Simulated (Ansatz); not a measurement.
Ansatz (a first-principles code) input (r2SCAN/def2-TZVP):

Ansatz 0.2 input:
```yaml
crystal:
  periodic: [false, false, false]
  atoms:
    - {symbol: Zn, position_ang: [-0.00000000, -0.00000000, -0.72285354]}
    - {symbol: S, position_ang: [0.00000000, 0.00000000, 1.35535039]}
basis:
  gaussian:
    orbitals: def2-TZVP
hamiltonian:
  xc: {name: r2SCAN}
relax: {f_tol: 0.003, max_steps: 100}
```

Output:

```
Functional definition: r2SCAN
integrals: 0.03 GiB planned
721 factors; their error is unknown
mean field: 0.20 GiB planned
mean field evaluation 1: about -59245.9635 eV, gradient 5.7e1 eV
mean field evaluation 2: about -59131.7785 eV, gradient 1.8e2 eV
mean field evaluation 4: about -59246.3356 eV, gradient 4.5e1 eV
mean field evaluation 8: about -59253.2498 eV, gradient 2.4e-1 eV
mean field evaluation 16: about -59253.2333 eV, gradient 1.3e-5 eV
mean field evaluation 32: about -59253.1469 eV, gradient 1.5e0 eV
mean field -59253.23326920 eV, -2177.5161593592 hartree, gradient 1.2e-5 eV, S^2 0.000000; 3 other end points of the search recorded, 0 dependent functions left out
the calculation of the forces begins
reference -59253.23327891 eV, -2177.5161597160 hartree; 23, 23 occupied and 62, 62 virtual orbitals, 721 factors
relax step   1: F+E_penalty+E_count = -59253.23326920 eV  Δ(F+E_penalty+E_count) = +0.000e0 eV  max|allowed force component| = 6.136e-1 eV/Å  Δτ_max = 0.0000 Å  (108 SCF iters, accepted)
these checks for a lower state are left out or cut short: starts, cluster_reference, orbital_swaps, neighbouring_geometries, increment
integrals: 0.03 GiB planned
721 factors; their error is unknown
mean field: 0.20 GiB planned
mean field -59253.24487064 eV, -2177.5165857041 hartree, gradient 2.6e-5 eV, S^2 0.000000; 0 other end points of the search recorded, 0 dependent functions left out
the calculation of the forces begins
reference -59253.24488036 eV, -2177.5165860613 hartree; 23, 23 occupied and 62, 62 virtual orbitals, 721 factors
relax step   2: F+E_penalty+E_count = -59253.24487064 eV  Δ(F+E_penalty+E_count) = -1.160e-2 eV  max|allowed force component| = 1.071e-1 eV/Å  Δτ_max = 0.0158 Å  (33 SCF iters, accepted)
these checks for a lower state are left out or cut short: starts, cluster_reference, orbital_swaps, neighbouring_geometries, increment
integrals: 0.03 GiB planned
721 factors; their error is unknown
mean field: 0.20 GiB planned
mean field -59253.24519454 eV, -2177.5165976071 hartree, gradient 1.7e-5 eV, S^2 0.000000; 0 other end points of the search recorded, 0 dependent functions left out
the calculation of the forces begins
reference -59253.24520426 eV, -2177.5165979643 hartree; 23, 23 occupied and 62, 62 virtual orbitals, 721 factors
relax step   3: F+E_penalty+E_count = -59253.24519454 eV  Δ(F+E_penalty+E_count) = -3.239e-4 eV  max|allowed force component| = 1.435e-2 eV/Å  Δτ_max = 0.0035 Å  (36 SCF iters, accepted)
these checks for a lower state are left out or cut short: starts, cluster_reference, orbital_swaps, neighbouring_geometries, increment
integrals: 0.03 GiB planned
721 factors; their error is unknown
mean field: 0.20 GiB planned
mean field -59253.24520021 eV, -2177.5165978154 hartree, gradient 8.9e-6 eV, S^2 0.000000; 0 other end points of the search recorded, 0 dependent functions left out
the calculation of the forces begins
reference -59253.24520993 eV, -2177.5165981726 hartree; 23, 23 occupied and 62, 62 virtual orbitals, 721 factors
relax step   4: F+E_penalty+E_count = -59253.24520021 eV  Δ(F+E_penalty+E_count) = -5.669e-6 eV  max|allowed force component| = 2.073e-3 eV/Å  Δτ_max = 0.0005 Å  (27 SCF iters, accepted)
integrals: 0.03 GiB planned
721 factors; their error is unknown
mean field: 0.20 GiB planned
mean field evaluation 64: about -59251.6267 eV, gradient 2.5e1 eV
mean field evaluation 96: about -59247.4678 eV, gradient 5.4e0 eV
mean field -59253.24520021 eV, -2177.5165978154 hartree, gradient 8.9e-6 eV, S^2 0.000000; 4 other end points of the search recorded, 0 dependent functions left out
the calculation of the forces begins
reference -59253.24520993 eV, -2177.5165981726 hartree; 23, 23 occupied and 62, 62 virtual orbitals, 721 factors
Total energy: -59253.24520993 eV, -2177.5165981726 hartree
Atom 0 at     0.000000     0.000000    -0.704034 Å, force    -0.000000     0.000000     0.002073 eV/Å
Atom 1 at    -0.000000    -0.000000     1.336531 Å, force     0.000000     0.000000    -0.002073 eV/Å
Dipole moment:     0.000000     0.000000    -1.084143 e Å
```
